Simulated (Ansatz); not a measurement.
SbH2(SMe) (CH₅SSb). Charge 0, multiplicity 1. Geometry PBE-D4/def2-TZVP, basis def2-TZVP, Ansatz.

| run | HOMO (eV) | LUMO (eV) |
| --- | --- | --- |
| A | -5.48 | -1.90 |
| B | -9.37 | 0.87 |
| C | -5.73 | -1.70 |
| D | -6.69 | -1.14 |
| E | -6.29 | -1.51 |
| F | -6.18 | -1.43 |

In the def2 sets Sb takes a core potential; there is no spin–orbit coupling. LC-ωPBE has ω = 0.4 bohr⁻¹. HSE06 is defined as in plane-wave codes, on full-range PBE exchange.

Problem. The runs used HSE06, LC-ωPBE, PBE, PBE0, r2SCAN, r2SCANh. Estimate which is which.

Solution. A PBE (0 % exact exchange); B LC-ωPBE (range-separated); C r2SCAN (0 % exact exchange); D PBE0 (25 % exact exchange); E HSE06 (range-separated); F r2SCANh (10 % exact exchange). Exact exchange lowers occupied and raises empty levels; among semilocal functionals meta-GGAs tend to open the gap a little, and such runs are hard to tell apart. The gap grows from 3.59 eV (PBE) to 10.24 eV (LC-ωPBE).
